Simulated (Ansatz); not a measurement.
Reaction (substitution at a C–C bond): `CNC#CCF` + H₂Te → `FC[TeH]` + `C#CNC`

Isolated molecules relaxed with PBE0-D4/def2-TZVP in Ansatz; ΔE leaves out vibrations. CCSD(T)/CBS adds triple-zeta CCSD(T) − MP2 to the extrapolated MP2 energy (def2 sets, frozen cores). Functionals use def2-TZVPP. B3LYP here is the variant with VWN-RPA as its local correlation; programs differ in this. def2 core potentials past Kr. For Te outer-core shells are correlated without core-valence functions, which leaves a few kJ/mol of doubt a bond.

```json
{"level": "PBE-D4", "ΔE (kJ/mol)": "26.9", "difference from CCSD(T)/CBS": "10.3"}
{"level": "r2SCAN-D4", "ΔE (kJ/mol)": "27.7", "difference from CCSD(T)/CBS": "11.1"}
{"level": "PBE0-D4", "ΔE (kJ/mol)": "29.9", "difference from CCSD(T)/CBS": "13.3"}
{"level": "B3LYP-D4", "ΔE (kJ/mol)": "26.2", "difference from CCSD(T)/CBS": "9.6"}
{"level": "ωB97M-V", "ΔE (kJ/mol)": "25.4", "difference from CCSD(T)/CBS": "8.8"}
{"level": "B2PLYP", "ΔE (kJ/mol)": "25.5", "difference from CCSD(T)/CBS": "8.9"}
{"level": "PBE", "ΔE (kJ/mol)": "28.0", "difference from CCSD(T)/CBS": "11.4"}
{"level": "B3LYP", "ΔE (kJ/mol)": "28.4", "difference from CCSD(T)/CBS": "11.8"}
{"level": "CCSD(T)/def2-TZVPP", "ΔE (kJ/mol)": "23.3", "difference from CCSD(T)/CBS": "6.7"}
{"level": "SCS-MP2/def2-QZVPP", "ΔE (kJ/mol)": "17.7", "difference from CCSD(T)/CBS": "1.1"}
{"level": "CCSD(T)/CBS", "ΔE (kJ/mol)": "16.6", "difference from CCSD(T)/CBS": "0"}
```

Largest T1 diagnostic among the species: 0.012.

In def2-TZVPP, CCSD(T) changes the Hartree–Fock value by −10.3 kJ/mol (the triples alone add −2.1 kJ/mol) and MP2 by −12.4 kJ/mol.
